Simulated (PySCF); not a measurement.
## NMR problem set

Method: shieldings: GIAO PBE0/pcSseg-1, GFN2-xTB structure, in PySCF 2.14.0 with density-fitted response routines (non-relativistic, one averaged value for each set of equivalent atoms, no solvent model, a single conformation).

Scale: ¹H, ¹³C vs TMS (reference shieldings calculated alike). Splittings of carbon signals by F and P are missing where no couplings were computed. Where no couplings were computed, multiplicities follow the n + 1 count of equivalent neighbours, and m marks all less simple cases (inequivalent or close neighbours, rings, F or P nearby). Shifts are as computed. Against solution values, carbons near 30 ppm lie about +3 ppm off and those near 130 ppm about +5 ppm; carbons on Cl a further +6 ppm. Of 1309 compounds with measured shifts, 239 miss one by over three times the rms of a fit or turn the order of signals round; such compounds aren't used in these exercises. Carbons bonded to Cl come out too deshielded.

(1) C$_{7}$H$_{15}$PSi. ¹H NMR (300 MHz, computed): δ 5.37 (br s, 1H), 5.17 (br s, 1H), 4.85 (m, 1H), 2.67 (m, 1H), 2.07 (m, 1H), 1.84 (m, 1H), 1.57 (m, 1H), 1.25 (m, 2H), 1.07 (d, 3H), 0.92 (d, 3H). ¹³C{¹H} NMR (computed): δ 156.7 (C), 118.6 (CH2), 59.1 (CH), 33.5 (CH), 25.4 (CH3), 23.9 (CH3), 23.8 (CH2). What is it?

(2) C$_{5}$H$_{9}$ClOSi. ¹H NMR (400 MHz, computed): δ 7.77 (d, 1H), 6.52 (d, 1H), 3.92 (t, 3H), 2.71 (t, 2H), 0.91 (m, 2H). ¹³C{¹H} NMR (computed): δ 200.5 (C), 153.9 (CH), 136.0 (CH), 44.5 (CH2), 5.2 (CH2). Give a structure.

Answers

(1) SMILES C=C1C[Si@@H](P)[C@@H]1C(C)C. 7 carbon signals for 7 carbons: no two carbons are equivalent. Carbon types of the structure: 1 × C, 2 × CH, 2 × CH2, 2 × CH3, leaving 3 H on heteroatoms. δC 156.7: fully substituted alkene carbon; as expected for a trigonal carbon in a double bond. δC 118.6: terminal =CH2 carbon; as expected for a trigonal carbon in a double bond. δC 25.4, 23.9: methyl carbon; saturated and bonded to C and H only. δH 2.67, 2.07: hydrogen on an allylic sp3 CH2 bonded to Si; allylic position.

This is the structure that produced the data.

(2) `C(=O)(/C=C/Cl)CC[SiH3]`. The formula gives 2 degrees of unsaturation (no ring in the answer). 5 carbon signals for 5 carbons: no two carbons are equivalent. Carbon types of the structure: 1 × C, 2 × CH, 2 × CH2, leaving 3 H on heteroatoms. δC 200.5: ketone carbonyl carbon; low-lying n→π* states of the double bond to the heteroatom give a large paramagnetic term (-265 ppm). δC 153.9: β carbon of a C=C–C=O unit; conjugation with the carbonyl draws π density from the β position. δC 136.0: α carbon of a C=C–C=O unit; the olefinic region. δC 5.2: sp3 CH2 bonded to Si; an electropositive neighbour leaves it electron-rich and shielded.

The shifts were computed for this structure.
